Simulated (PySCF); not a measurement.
**Unknown compound**

Molecular formula: C4H12OSi3. Simulated spectra:

¹H NMR (400 MHz, computed): δ 9.69 (s, 1H), 6.48 (m, 1H), 6.41 (m, 1H), 6.24 (m, 1H), 4.73 (d, 2H), 4.10 (s, 6H).

¹³C{¹H} NMR (computed): δ 208.1 (CH), 143.0 (CH2), 142.4 (CH), 28.3 (C).

- σ from GIAO-PBE0/pcSseg-1
- geometry: GFN2-xTB
- code: PySCF
- one averaged value for each set of equivalent atoms, gas phase, relativity neglected, single conformer

Referencing at the same level of theory: ¹H (σ = 31.72 ppm) and ¹³C (σ = 186.93 ppm) vs TMS.

Choose the structure that fits.
A. COC1=C[SiH2]C1([SiH3])[SiH3]
B. C=C(C=O)[Si@H]([SiH3])[SiH2]C
C. C=C[SiH2]C([SiH3])([SiH3])C=O

## Answers

C. 

1. The formula gives 2 degrees of unsaturation (no ring in the answer).
2. 4 carbon signals for 4 carbons: no two carbons are equivalent.
3. Carbon types of the structure: 1 × C, 2 × CH, 1 × CH2, leaving 8 H on heteroatoms.
4. δC 208.1: aldehyde carbonyl carbon; the double bond to the heteroatom, with no lone-pair donor beside it, deshields it most.
5. δC 143.0: terminal =CH2 carbon; as expected for a trigonal carbon in a double bond.
6. δC 142.4: alkene CH; as expected for a trigonal carbon in a double bond.
7. δH 9.69: hydrogen on an aldehyde carbonyl carbon; the formyl region, downfield of aromatic protons.
8. δH 6.41, 6.24: hydrogen on a terminal =CH2 carbon; olefinic region.

The others: C=C(C=O)[Si@H]([SiH3])[SiH2]C would give 8 signals for carbon-bound and other non-exchanging H, not 6; COC1=C[SiH2]C1([SiH3])[SiH3] would give 4 signals for carbon-bound and other non-exchanging H, not 6.

Shifts are as computed. Against solution values, carbons near 30 ppm lie about +3 ppm off and those near 130 ppm about +5 ppm. Of 1211 compounds with measured shifts, 218 miss one by over three times the rms of a fit or turn the order of signals round; such compounds aren't used in these exercises. No couplings were computed; multiplicities are counted from neighbouring protons, with m where these are inequivalent, close in shift, in a saturated or five-membered ring or joined by F or P, and br s for small geminal =CH2 splittings.
